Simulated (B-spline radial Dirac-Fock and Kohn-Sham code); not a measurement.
**Kohn-Sham estimates against Dirac-Fock for the levels of Xe²²⁺**

System: the Xe²²⁺ ion in the configuration 1s2 2s2 2p6 3s2 3p6 3d10 4s2 4p2.

The density-functional columns are spherical, spin-unpolarised Dirac-Kohn-Sham results without Breit or QED terms: −ε is minus the orbital energy of the initial state and ΔSCF the difference of two total energies. The reference in the last column comes from Dirac-Fock energy differences between relaxed states, corrected for Breit and QED terms. All numbers are from a radial finite-basis atomic code, in eV; a selection of levels is shown. The Kohn-Sham columns are given as differences from the reference. For the 1s level of heavy atoms much of the gap between ΔSCF and the reference is the Breit and QED part, -123.6 eV here; for other levels the error of the functional can be larger.

```csv
level,LDA −ε − DF,LDA ΔSCF − DF,Dirac-Fock
K (1s),-274.1,+113.3,35246.9
L1 (2s),-135.1,-52.3,6128.2
L2 (2p1/2),-103.4,-3.6,5779.3
L3 (2p3/2),-107.0,-13.2,5457.9
M1 (3s),-71.1,-35.8,1782.2
M2 (3p1/2),-57.4,-21.0,1636.9
M3 (3p3/2),-56.8,-21.5,1572.7
M4 (3d3/2),-38.3,+0.4,1324.2
M5 (3d5/2),-38.8,-0.4,1310.9
N1 (4s),-14.2,+3.5,752.1
"N2,3 (4p)",-14.5,+2.7,689.6
```

Values without a named source are computed, but for edge energies of neutral atoms, which are taken from tables.
